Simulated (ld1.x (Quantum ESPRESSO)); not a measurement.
**What one change does to a pseudopotential (Hg (Z = 80), TM)**

Hg, norm-conserving Troullier–Martins (Kleinman–Bylander form), made with ld1.x (Quantum ESPRESSO) 7.5 (PBE, scalar-relativistic). Core [Kr] 4d10 4f14 5s2, reference 5p6 5d10 6s2 6p0. Waves: 6s (bound): rc 1.85 bohr; 5d (bound): rc 1.75 bohr; 5p (bound): rc 1.50 bohr. Local part: the p channel. Core correction: a·sin(br)/r model core inside 1.25 bohr.

Change: all radii but the core radius scaled by about 0.78 (s 1.44, p 1.18, d 1.38 bohr).

Cutoffs: the cutoffs (Ry, on a coarse ladder) from which the occupation-weighted sum of valence levels, in a spherical-Bessel basis at the reference potential, stays within 10 and 1 mRy of its value at 400 Ry; they do not see the model core or the augmentation charge, which bear on the density cutoff. Errors are all-electron minus pseudo energies relative to the spin-unpolarised reference configuration.

**Question.** What does the change do?

**Answer.** The potential gets harder (70 Ry and 110 Ry → 140 Ry and 230 Ry); both files keep a bound ghost (s); the number of tests that count goes from 7 to 6; of the 6 tests that both files solve, the error grows in 3 and shrinks in 2 by more than 15 % and 0.3 meV (median size 14.4 → 18.6 meV). A smaller radius makes the pseudo-wave follow the all-electron one further in, where it bends more sharply, so more plane waves are needed.

| quantity | base | changed |
| --- | --- | --- |
| cutoff, loose | 70 Ry | 140 Ry |
| cutoff, tight | 110 Ry | 230 Ry |
| loose cutoff by channel (10 mRy a level) | s 18 Ry, d 40 Ry, p 50 Ry | s 100 Ry, d 40 Ry, p 70 Ry |
| bound ghosts | s | s |
| tests counted (converged, no solver errors) | 7 of 7 | 6 of 7 |
| error for 5p6 5d10 6s1 6p0, meV [ΔE 10.69 eV] | -10 | -19 |
| error for 5p6 5d10 6s0 6p0, meV [ΔE 29.66 eV] | -42 | -10 |
| error for 5p6 5d9 6s0 6p0, meV [ΔE 65.19 eV] | -18 | -18 |
| error for 5p6 5d8 6s0 6p0, meV [ΔE 114.95 eV] | -2.3 | -51 |
| error for 5p6 5d10 6s1.5 6p0, meV [ΔE 4.36 eV] | -2.9 | -7.8 |
| error for 5p6 5d10 6s0 6p1, meV [ΔE 18.10 eV] | +221 | +63 |

Changed file: Tests not counted: 5p5 5d10 6s2 6p0 (solver errors, printed error -18.2 eV). A true bound ghost makes a file unfit for plane-wave use even where its test errors are small: the radial tests pick states by their node count and pass the ghost by. Where a test does run into it, the solver fails or the error is huge.
